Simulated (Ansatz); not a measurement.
```yaml
crystal:
  periodic: [false, false, false]
  atoms:
    - {symbol: N, position_ang: [-0.728337, 0.722266, -0.644484]}
    - {symbol: Se, position_ang: [0.648184, -0.336707, 0.301691]}
basis:
  gaussian: {orbitals: "6-31G*"}
magnetization: {spin_polarized: true, initial_magnetization: 1}
hamiltonian: {xc: {name: BHLYP}}
relax: {f_tol: 0.001, max_steps: 1}
```

```sh
$ ansatz run in.yaml --threads 2 --pin off --events-out ev --progress --plain --max-ram 32768MiB --backend cpu
```

It prints (some lines left out):

```
Functional definition: BHLYP
513 factors; integrals over basis functions are off by at most 1.9e-4 eV
mean field evaluation 1: about -66822.2239 eV, gradient 2.6e1 eV
mean field evaluation 2: about -66805.7981 eV, gradient 5.5e1 eV
mean field evaluation 4: about -66825.7654 eV, gradient 1.9e0 eV
mean field evaluation 8: about -66825.7711 eV, gradient 6.4e-1 eV
mean field evaluation 16: about -66826.5870 eV, gradient 1.5e-2 eV
mean field evaluation 32: about -66826.5870 eV, gradient 2.2e-3 eV
mean field -66826.58698047 eV, -2455.8317748449 hartree, gradient 7.2e-5 eV, S^2 1.519636; 3 other end points of the search recorded, 0 dependent functions left out
reference -66826.58708995 eV, -2455.8317788679 hartree; 21, 20 occupied and 29, 30 virtual orbitals, 513 factors
relax step   1: F+E_penalty+E_count = -66826.58698047 eV  Δ(F+E_penalty+E_count) = +0.000e0 eV  max|allowed force component| = 2.532e0 eV/Å  Δτ_max = 0.0000 Å  (132 SCF iters, accepted)
Error: geometry relaxation did not converge after 1 steps: max|allowed force component| = 2.53e0 eV/Å (threshold 1.0e-3). Raise `relax.max_steps` over both its present limit and 1, loosen `relax.f_tol`, or start from a geometry closer to equilibrium. Where this run's directory can be resumed (`checkpoint.write`), a resume goes on for up to `relax.max_steps` more
```

Q: What is wrong with this run?

A: The relaxation is allowed too few steps for its threshold. No converged result was reached.
